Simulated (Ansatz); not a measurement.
Species: CH3Cd, net charge 0, doublet state. The spin state was set by rule; other spins were not relaxed. 
Structure (B3LYP-D3(BJ)/def2-TZVP (Ansatz, a quantum-chemistry and plane-wave program) minimum search):
```
C
H 1 1.0863
H 1 1.0863 2 112.93
H 1 1.0863 2 112.93 3 -129.66
Cd 1 2.3260 2 105.74 4 -115.17
```
Charge 0, spin multiplicity 2.

Total electronic energies in hartree. Cores are frozen in the correlated levels unless marked. Open shells are spin-unrestricted. No spin-orbit coupling. The frozen core is the preceding noble-gas configuration, with the filled d and f shells of earlier blocks. In def2 rows, elements after Kr have scalar-relativistic effective core potentials. STO-3G rows are all-electron and non-relativistic. CBS marks a two-point X^-3 extrapolation of the correlation energy; Hartree-Fock from the larger set. [CCSD(T)-MP2]/basis is that difference in the basis named.

```csv
level,program,energy (Eh)
RI-HF/def2-QZVPP,Ansatz,-206.46386
BLYP/def2-TZVPD,Ansatz,-207.59173
r2SCANh-D4/def2-TZVPD,Ansatz + dftd4,-207.66449
LC-wPBE/def2-TZVPD,Ansatz,-207.63591
wB97M-V/def2-TZVPD,Ansatz,-207.55084
B2PLYP/def2-TZVPD,Ansatz,-207.41208
SCS-MP2/STO-3G,Ansatz,-5450.74631
"RI-MP2/CBS(def2-TZVPP,def2-QZVPP)+[CCSD(T)-MP2]/def2-SVP",Ansatz,-207.1901
"RI-MP2/CBS(def2-TZVPPD,def2-QZVPPD)+[CCSD(T)-MP2]/def2-TZVPPD",Ansatz,-207.1760
```

Totals of different functionals don't rank their quality; only differences between species are comparable.
